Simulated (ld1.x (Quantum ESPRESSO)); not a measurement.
## An all-electron radial function and its pseudo partner (oxygen (O))

Columns: radius, all-electron u(r) and pseudo u(r) of the 2p shell (level -43.25 eV) of oxygen in the configuration [He] 2s2 2p2; PBE, non-relativistic, TM scheme, ld1.x (Quantum ESPRESSO) 7.5.

| r (bohr) | all-electron | pseudo |
| --- | --- | --- |
| 0.093 | 0.1109 | 0.0361 |
| 0.185 | 0.3159 | 0.1377 |
| 0.278 | 0.5227 | 0.2920 |
| 0.370 | 0.6916 | 0.4737 |
| 0.463 | 0.8179 | 0.6605 |
| 0.555 | 0.9011 | 0.8236 |
| 0.648 | 0.9471 | 0.9474 |
| 0.740 | 0.9613 | 1.0194 |
| 0.833 | 0.9508 | 1.0411 |
| 0.925 | 0.9221 | 1.0197 |
| 1.018 | 0.8800 | 0.9670 |
| 1.110 | 0.8300 | 0.8972 |
| 1.203 | 0.7743 | 0.8197 |
| 1.295 | 0.7169 | 0.7437 |
| 1.388 | 0.6585 | 0.6719 |
| 1.480 | 0.6019 | 0.6073 |
| 1.573 | 0.5469 | 0.5485 |
| 1.665 | 0.4954 | 0.4956 |
| 1.758 | 0.4465 | 0.4466 |
| 1.850 | 0.4017 | 0.4017 |
| 1.943 | 0.3599 | 0.3599 |
| 2.035 | 0.3220 | 0.3220 |
| 2.128 | 0.2871 | 0.2871 |
| 2.220 | 0.2557 | 0.2557 |
| 2.313 | 0.2270 | 0.2270 |
| 2.405 | 0.2013 | 0.2013 |

Task: How many radial nodes do the two functions have?

Result: The all-electron 2p function has n − l − 1 = 0; the pseudo-wave has 0.

Task: At about which radius was the pseudo-wave matched?

Result: 1.85 bohr. The columns agree to 0.0005 from 1.67 bohr on; several derivatives are matched, so the curves merge somewhat inside the radius.

Task: Where does each function peak?

Result: Outermost all-electron maximum near 0.74 bohr, pseudo maximum near 0.83 bohr (to the table’s step).

Task: Is the pseudo-wave norm-conserving?

Result: Yes: the TM scheme keeps the norm inside the radius equal to the all-electron one, which fixes the energy derivative of the logarithmic derivative at the level.
